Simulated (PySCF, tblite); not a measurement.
Species: C8H7FSi.
InChI=1S/C8H7FSi/c9-7-2-1-3-8-6(7)4-5-10-8/h1-5H,10H2

Computed with PBE0/pcSseg-1 in PySCF (dipole) on a GFN2-xTB geometry, gas phase.

Take the most abundant isotopes and a rigid rotor. 

(1) Give the principal moments of inertia and the rotational constants in MHz.

(2) Classify the top.

(3) What does the inertial defect say?

(4) Give the coordinates in the principal-axis frame, origin at the centre of mass.

(5) Where do the levels up to J = 5 lie, in MHz?

(6) Predict some low-J microwave lines.

Results:

(1) Ia = 254.45, Ib = 476.24, Ic = 724.73 u·Å²; 505379 MHz·u·Å²/I gives A = 1986, B = 1061, C = 697.3 MHz.

(2) An asymmetric top. Ray's parameter κ = (2B − A − C)/(A − C) = -0.435; −1 is the prolate and +1 the oblate limit.

(3) Not planar: Δ = Ic − Ia − Ib = -5.95 u·Å². For a rigid frame Δ = −2 Σ m c², so Σ m c² = 2.98 u·Å² lies off the ab plane, practically all of it from hydrogen. The atom farthest from that plane is 1.22 Å away.

(4) The sense of each axis is arbitrary; atoms in the order of the calculation.
```
atom  mass (u)   a (Å)   b (Å)   c (Å)
  F1    18.998   2.164   1.697   0.000
  C2    12.000   1.518   0.507   0.000
  C3    12.000   2.270  -0.656   0.000
  C4    12.000   1.622  -1.878   0.000
  C5    12.000   0.234  -1.936   0.000
  C6    12.000  -0.513  -0.777   0.000
  C7    12.000   0.133   0.473   0.000
  C8    12.000  -0.750   1.629   0.000
  C9    12.000  -2.063   1.372   0.000
Si10    27.977  -2.381  -0.485   0.000
 H11     1.008   3.347  -0.591  -0.001
 H12     1.008   2.202  -2.789   0.000
 H13     1.008  -0.263  -2.895   0.001
 H14     1.008  -0.317   2.620   0.000
 H15     1.008  -2.796   2.163   0.001
 H16     1.008  -3.028  -0.984   1.214
 H17     1.008  -3.026  -0.983  -1.216
```

(5) Above 0(0,0):
J = 1: 1(0,1) 1759, 1(1,1) 2683, 1(1,0) 3047
J = 2: 2(0,2) 5188, 2(1,2) 5837, 2(1,1) 6928, 2(2,1) 9703, 2(2,0) 9791
J = 3: 3(0,3) 10141, 3(1,3) 10517, 3(1,2) 12686, 3(2,2) 14979, 3(2,1) 15389, 3(3,1) 20563, 3(3,0) 20577
J = 4: 4(0,4) 16496, 4(1,4) 16681, 4(1,3) 20227, 4(2,3) 21943, 4(2,2) 23031, 4(3,2) 27739, 4(3,1) 27832, 4(4,1) 35365, 4(4,0) 35367
J = 5: 5(0,5) 24211, 5(1,5) 24292, 5(1,4) 29405, 5(2,4) 30542, 5(2,3) 32693, 5(3,3) 36719, 5(3,2) 37064, 5(4,2) 44352, 5(4,1) 44368, 5(5,1) 54135, 5(5,0) 54135
The levels of one J sum to (2J + 1)J(J + 1)(A + B + C)/3.

(6) The dipole components are |μa| = 0.66 D, |μb| = 1.22 D, |μc| = 0.00 D; the mirror of this Cs structure is the ab plane, so μc vanishes by symmetry and there are no c-type lines. The squared components, which scale the intensities, stand as 0.29 : 1.00 (a : b). Some lines, for components of 0.1 D or more:

```json
{"type": "a", "branch": "Q", "J(Ka,Kc)": "1(1,0) ← 1(1,1)", "MHz": "364", "lower level (cm⁻¹)": "0.090"}
{"type": "a", "branch": "Q", "J(Ka,Kc)": "2(1,1) ← 2(1,2)", "MHz": "1092", "lower level (cm⁻¹)": "0.195"}
{"type": "b", "branch": "Q", "J(Ka,Kc)": "1(1,0) ← 1(0,1)", "MHz": "1289", "lower level (cm⁻¹)": "0.059"}
{"type": "b", "branch": "Q", "J(Ka,Kc)": "2(1,1) ← 2(0,2)", "MHz": "1741", "lower level (cm⁻¹)": "0.173"}
{"type": "a", "branch": "R", "J(Ka,Kc)": "1(0,1) ← 0(0,0)", "MHz": "1759", "lower level (cm⁻¹)": "0.000"}
{"type": "b", "branch": "R", "J(Ka,Kc)": "2(0,2) ← 1(1,1)", "MHz": "2504", "lower level (cm⁻¹)": "0.090"}
{"type": "b", "branch": "R", "J(Ka,Kc)": "1(1,1) ← 0(0,0)", "MHz": "2683", "lower level (cm⁻¹)": "0.000"}
{"type": "b", "branch": "Q", "J(Ka,Kc)": "2(2,0) ← 2(1,1)", "MHz": "2863", "lower level (cm⁻¹)": "0.231"}
{"type": "a", "branch": "R", "J(Ka,Kc)": "2(1,2) ← 1(1,1)", "MHz": "3153", "lower level (cm⁻¹)": "0.090"}
{"type": "a", "branch": "R", "J(Ka,Kc)": "2(0,2) ← 1(0,1)", "MHz": "3429", "lower level (cm⁻¹)": "0.059"}
{"type": "b", "branch": "Q", "J(Ka,Kc)": "2(2,1) ← 2(1,2)", "MHz": "3866", "lower level (cm⁻¹)": "0.195"}
{"type": "a", "branch": "R", "J(Ka,Kc)": "2(1,1) ← 1(1,0)", "MHz": "3881", "lower level (cm⁻¹)": "0.102"}
{"type": "b", "branch": "R", "J(Ka,Kc)": "2(1,2) ← 1(0,1)", "MHz": "4078", "lower level (cm⁻¹)": "0.059"}
{"type": "b", "branch": "R", "J(Ka,Kc)": "2(2,1) ← 1(1,0)", "MHz": "6656", "lower level (cm⁻¹)": "0.102"}
{"type": "b", "branch": "R", "J(Ka,Kc)": "2(2,0) ← 1(1,1)", "MHz": "7108", "lower level (cm⁻¹)": "0.090"}
```

Its GFN2-xTB frequencies are all real (lowest 109 cm⁻¹). Zero-point vibration and centrifugal distortion are left out.

Time: 39 s; peak memory 0.94 GiB. Hardware: Arm Neoverse V1, one thread, shared host with 64 logical CPUs at a one-minute load of 35. This is the PBE0/pcSseg-1 job that gave the dipole, with the shieldings it also computed.
